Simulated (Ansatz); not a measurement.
This geometry of a periodic cell of 17 atoms, Si (host Si, host structure diamond, interstitial Si) is a first-order saddle point.

Computed with DFT PBE, scalar-relativistic, plane waves, PAW in Ansatz. Settings: cutoff 420 eV, k mesh 2x2x2, gaussian smearing 0.05 eV, no spin polarisation.

```xyz
17
Lattice="0.0000 5.4300 5.4300 5.4300 0.0000 5.4300 5.4300 5.4300 0.0000" Properties=species:S:1:pos:R:3
Si 0.023 -0.067 0.066
Si 1.424 1.334 1.293
Si 2.805 2.609 -0.089
Si 4.177 3.981 1.447
Si 2.651 -0.067 2.694
Si 3.857 1.139 4.290
Si 5.228 2.509 2.919
Si 6.699 3.981 3.969
Si 0.218 2.929 2.499
Si 1.424 4.136 4.095
Si 2.805 5.517 2.819
Si 4.277 6.989 3.870
Si 2.651 2.734 5.496
Si 4.052 4.136 6.723
Si 5.328 5.517 5.341
Si 6.699 6.889 6.877
Si 7.467 4.749 6.109
```

Question: Which two structures does it join? (They come from a converged band through this point; their orientation in space is the band's.)

Answer: Contacts lost: Si6–Si17. Contacts made: Si9–Si17. The atom that moves furthest is Si17, by 2.36 Å.

First end point:

```xyz
17
Lattice="0.0000 5.4300 5.4300 5.4300 0.0000 5.4300 5.4300 5.4300 0.0000" Properties=species:S:1:pos:R:3
Si 0.037 -0.004 -0.004
Si 1.357 1.358 1.359
Si 2.719 2.678 -0.004
Si 4.101 4.044 1.377
Si 2.719 -0.004 2.678
Si 4.101 1.376 4.044
Si 5.435 2.710 2.710
Si 6.769 4.044 4.044
Si 0.004 2.711 2.711
Si 1.357 4.063 4.063
Si 2.720 5.425 2.743
Si 4.082 6.788 4.063
Si 2.720 2.743 5.425
Si 4.082 4.063 6.788
Si 5.402 5.425 5.425
Si 6.770 6.805 6.806
Si 8.151 5.424 5.425
```

Last end point:

Only the atoms that move by more than 0.05 Å are listed.
```
Si9 -0.027 2.690 2.746
Si10 1.356 4.072 4.113
Si17 6.782 4.076 6.800
```

Question: How far does it lie above each of them?

Answer: 0.31 eV above the first and 0.31 eV above the second. This is the barrier of this one path; another mechanism may lie lower. Limits of this set-up: coarse k mesh.

Time of the run: 28 min on 1 thread of Arm Neoverse V2, on a shared host, peak memory 0.75 GiB.
